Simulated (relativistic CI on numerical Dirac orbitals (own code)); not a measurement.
## One change at a time: Mo⁺

Base calculation: Dirac-Coulomb-Breit CI, orbitals from a KLI potential per configuration, model QED (radiative potential, 1s self-energy scaled to tabulated hydrogen-like ionisation energies), valence Slater integrals scaled by 0.85, P86 correlation energy added to each configuration.

Configuration list (outside the closed core [Kr]): 4d5, 4d4 5s, 4d4 5p, 4d3 5s2, 4d4 4f, 4d3 5s 5p, 4d4 6s, 4d4 5d, 4d4 6p, 4d4 6d, 4d4 5f, 4d4 5g, 4d3 5s 6s, 4d3 5p2. Levels of other configurations are missing.

Variants: (1) valence Slater integrals scaled by 0.75; (2) self-excluded LDA correlation estimate; (3) only the first 3 configurations; (4) non-relativistic limit. Shifts of the energy above 4d5 6S_5/2, in cm⁻¹, for the lowest level and the first level of each name with at least 55 % of one term (blank where a level changes its place among those of its configuration and J or its character, or is not in the variant):

```csv
Level,Base,Δ(1),Δ(2),Δ(3),Δ(4),Measured
4d5 6S_5/2,0.0,0.0,0.0,0.0,0.0,0.0
4d4 5s 6D_1/2,13868.0,-651.2,+530.1,-803.0,+7027.1,11783.4
4d4 5s 6D_3/2,14093.3,-644.0,+531.0,-807.3,+6801.9,12034.1
4d4 5s 6D_5/2,14443.8,-637.3,+532.1,-811.9,+6451.3,12417.3
4d4 5s 6D_7/2,14893.9,-636.6,+532.8,-814.0,+6001.2,12900.3
4d4 5s 6D_9/2,15424.1,-644.1,+532.8,-812.2,+5471.1,13460.7
4d5 4G_5/2,16631.3,-1899.5,+12.5,-326.3,+670.3,15199.2
4d5 4G_7/2,16727.9,-1894.7,+11.9,-330.4,+573.7,15330.6
4d5 4G_9/2,16805.5,-1894.9,+11.1,-333.0,+496.1,15427.7
4d5 4G_11/2,16831.5,-1903.8,+9.9,-334.0,+470.1,15447.0
4d5 4P_3/2,17416.5,-1872.7,+81.4,,+1651.6,
4d5 4P_5/2,17422.5,-1910.9,+69.4,,+1645.6,
4d5 4P_1/2,17551.2,-1846.5,+86.3,,+1517.0,
4d5 4D_1/2,18544.3,-1860.8,+123.5,,+1563.5,
4d5 4D_7/2,18770.9,-1952.2,+98.8,-176.8,+1336.9,
4d5 2I_11/2,24827.5,-2876.4,-10.9,-515.8,+530.4,
4d5 2I_13/2,25026.3,-2864.6,-11.5,-542.3,+331.6,
4d5 2D_3/2,25077.3,-2704.2,+84.4,+221.9,+1755.7,
4d5 4F_7/2,26122.3,-2674.0,+167.3,,,
4d5 4F_9/2,26129.2,-2711.8,+161.3,+675.3,+1820.0,
4d5 4F_5/2,26164.3,-2641.3,+170.9,+955.9,,
4d5 2F_7/2,26551.7,-2851.2,+64.8,,,
```

For a near-neutral ion this model can misplace configurations by up to about 10,000 cm⁻¹ (more where the count of f electrons changes) and terms by 10 to 25 % of their spread. Rates follow the energies as ν³ (E1, M1) or ν⁵ (E2), so they and the lifetimes can be off by large factors. The fine structure of a lone outer electron comes out too small, for d and f at times inverted, and misplaced configurations move strength between like terms. 22 of the 26 excited levels that our extract of the measured tables holds in this range could be paired (the sources list more); they are missed by 1037 cm⁻¹ on average and 2266 at most, and levels without a partner can miss by more. Some levels of the ground configuration have no partner and can miss by 10 % or more.

Measured levels: NIST Handbook of Basic Atomic Spectroscopic Data (Sansonetti and Martin, J. Phys. Chem. Ref. Data 34, 1559 (2005)).

Ionisation energy from the two ground configurations alone: base 15.84 eV; valence Slater integrals scaled by 0.75 15.7 eV; self-excluded LDA correlation estimate 16.07 eV. The NIST ASD value (semi-empirical) is 16.16 eV.

LS names give the leading component of a level, which can be under half, so a name can repeat, a term be missing and a line seem to break the LS rules.
